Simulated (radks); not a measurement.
Values are calculated unless marked as measured or tabulated.
Initial-state core-level shifts of neutral iridium when its valence configuration changes from [Xe] 4f14 5d7 6s2. Code: a radial shooting solver on a logarithmic mesh with Libxc functionals. Model: Dirac Kohn-Sham, BLYP, spin-unpolarised, spherical densities, point nucleus; open shells are shared between the two j in proportion to 2j + 1. Shifts are changes of the shell-averaged eigenvalues in eV (positive: less bound).

valence                    2s       2p       3p       4s
4f13 5d8 6s2          -12.177  -12.015  -13.945  -12.157
4f13 5d7 6s2 6p1      -17.272  -17.104  -19.003  -17.191
4f14 5d7 6s1 6p1       -1.838   -1.838   -1.846   -1.851
4f13 5d6.5 6s2 6p1.5  -19.824  -19.653  -21.529  -19.698
4f14 5d8 6s1           +2.608   +2.604   +2.583   +2.572
4f14 5d6 6s2 6p1       -4.824   -4.820   -4.790   -4.773
4f12 5d9 6s2          -24.918  -24.580  -28.576  -24.681
4f13.5 5d7 6s2 6p0.5   -8.501   -8.419   -9.354   -8.491
4f14 5d7 6s1.5 6p0.5   -0.964   -0.964   -0.968   -0.970
